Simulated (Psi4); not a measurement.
A dimer, HCl ··· BF3 (SMILES Cl and FB(F)F), singlet; the first 2 atoms form monomer A.

```
6

Cl     0.6410     0.0000     0.0000
H     -0.6410     0.0000     0.0000
F      0.5457    -0.6501     2.9646
B      1.7165    -0.7758     2.3779
F      2.0651    -1.9248     1.8405
F      2.5408     0.2482     2.3298
```

Question: What interaction energy does SAPT0/jun-cc-pVDZ, frozen core in Psi4 give, and which attractive term is the largest?

Answer: Total 3.93 kJ/mol: electrostatics -28.01, exchange 53.12, induction -10.62, dispersion -10.55. The most attractive term is electrostatics.
